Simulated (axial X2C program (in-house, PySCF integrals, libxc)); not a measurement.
## GaB along the bond: PBE0, spin-free

Calculated with an axial X2C code built on PySCF integrals. Spin-free means the one-electron spin-free X2C Hamiltonian. Basis: Ga dyall-cv3z [9s9p7d4f1g], B dyall-v3z [7s6p2d1f] (cores contracted in-house); Gaussian nuclei, density fitting, unrestricted open shells. Masses: Ga 68.926 u, B 11.009 u.

State: M_S = 1, Λ = 0 (beyond evenly filled blocks: π+α, π-α). Dipoles are positive if B is the positive end.

Results along the bond:

```tsv
R (Å)	μ (D)	HOMO (eV)	LUMO (eV)	⟨S²⟩
1.765	-1.323	-6.18	-3.30	2.166
1.846	-1.451	-6.01	-3.37	2.125
1.907	-1.555	-5.89	-3.40	2.096
1.968	-1.665	-5.77	-3.43	2.072
2.029	-1.779	-5.66	-3.44	2.053
2.100	-1.916	-5.54	-3.44	2.038
2.171	-2.055	-5.43	-3.44	2.028
2.262	-2.236	-5.30	-3.43	2.020
2.374	-2.456	-5.15	-3.41	2.014
2.536	-2.759	-4.96	-3.37	2.010
```

Occupations by symmetry block were frozen at the best pattern of an incomplete PBE0 search. PBE0 can misorder states that lie within some tenths of an eV, so this need not be the ground state of the molecule. The nearest other spin-free determinant of the search, M_S = 1, Λ = 1, lies 0.21 eV up at the distance of the search. The determinant is spin-polarised beyond a pure state at some levels (its spin-free form has ⟨S²⟩ too high), which makes Re and μ there less reliable.
